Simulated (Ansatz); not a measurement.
Diatomic PS, multiplicity 2 (the spin of the measured ground state). The T1 diagnostic near the minimum is 0.065, so single-reference values are doubtful.

Seven points along R, fitted to fifth degree in 1/R; most abundant isotopes. Runs in def2 and cc sets follow the lowest solution found near the PBE0 minimum.

The values were computed with Ansatz (Gaussian orbitals). Each number belongs to the level named beside it.

Quantity: ω_e, from seven points a level.

Costs are ratios of core time to PBE/def2-TZVPP (roughly 6 s), for whole runs (searches for the state included, and forces where a run took them) on one shared machine, so rough; each error counts from the measured 739.1 cm⁻¹ [Huber and Herzberg (1979), NIST Chemistry WebBook].

```tsv
level	basis functions	cost
SVWN5/def2-TZVPP	84	×0.8
PBE/def2-TZVPP	84	×1
PBE0/def2-TZVPP	84	×1
B3LYP/def2-TZVPP	84	×1
CAM-B3LYP/def2-TZVPP	84	×2
r2SCAN/def2-TZVPP	84	×2
B97M-V/def2-TZVPP	84	×3
wB97X-V/def2-TZVPP	84	×3
wB97M-V/def2-TZVPP	84	×4
```

**Question.** Which is the cheapest listed level whose error stays within 7 cm⁻¹?

**Answer.** SVWN5/def2-TZVPP (6 cm⁻¹, cost ×0.8).

Each error (cm⁻¹): SVWN5/def2-TZVPP 6; PBE/def2-TZVPP -10; PBE0/def2-TZVPP 36; B3LYP/def2-TZVPP 9; CAM-B3LYP/def2-TZVPP 48; r2SCAN/def2-TZVPP 18; B97M-V/def2-TZVPP 30; wB97X-V/def2-TZVPP 70; wB97M-V/def2-TZVPP 54.

Ansatz is an electronic-structure program.
